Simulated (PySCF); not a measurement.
Radial density of O⁻ (oxygen, charge -1)

UHF, [He] 2s2 2p5, 2P determinant. Calculation: PySCF 2.14, in def2-TZVPPD (6s4p3d1f, 40 functions); the non-relativistic Hamiltonian (point nucleus).

```
r (bohr)  4πr²ρ (e/bohr)  4πr²(ρα − ρβ)
 0.00275         0.02832         0.0000
 0.00463         0.07797         0.0000
 0.00779          0.2092         0.0001
  0.0131          0.5445         0.0003
  0.0221           1.335         0.0007
  0.0371           2.977         0.0017
  0.0624           5.644         0.0050
   0.105           8.203         0.0176
   0.177           7.763         0.0674
   0.297           4.226         0.2413
   0.499           3.359         0.6118
   0.840           4.843         0.8542
    1.41           3.315         0.5094
    2.38          0.9661         0.0790
    4.00          0.1364        -0.0172
    6.72        0.008642        -0.0038
    11.3       1.360e-05         0.0000
```

(1) Where is the radial spin density 4πr²(ρα − ρβ) most negative, and why is it negative at all?

Answers

(1) Around r = 4.00 bohr, down to -0.0172 e/bohr: exchange with the open shell polarises the paired shells in an unrestricted calculation.
